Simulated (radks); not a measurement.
The niobium ion Nb7+ is in [Ar] 3d10 4s2 4p(1/2: 2, 3/2: 2). Calculated with a radial shooting solver on a logarithmic mesh with Libxc functionals: Dirac Kohn-Sham, PBE, spin-unpolarised, spherical densities, finite nucleus; Fermi nuclear charge, rms radius of each element as measured or else 0.836 A^(1/3) + 0.57 fm. Sub-shells are occupied by j as written (lower j first in brackets). One electron is removed from 4p1/2, 3d5/2, 4p3/2, 4s1/2 in turn, with full relaxation. Which removal costs least, and what does each cost?

Answer. 4p3/2 138.50 eV; 4p1/2 141.33 eV; 4s1/2 166.39 eV; 3d5/2 324.35 eV. The 4p3/2 electron leaves first.
